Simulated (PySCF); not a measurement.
Electron correlation in P (phosphorus, neutral)

[Ne] 3s2 3p3, high-spin 4S determinant. Computed with PySCF 2.14 in aug-cc-pwCVTZ (8s7p5d3f, 75 functions), with the non-relativistic Hamiltonian (point nucleus). Frozen: 1s2; 13 electrons correlated.

```
  level  correlation energy (mhartree)
   CCSD                        -363.86
    (T)                          -6.63
CCSD(T)                        -370.49
```

Diagnostics: T1 = 0.0048, D1 = 0.0160, largest double amplitude 0.036.

Cost of the coupled-cluster step: roughly 40 core-seconds, for 13 correlated electrons.
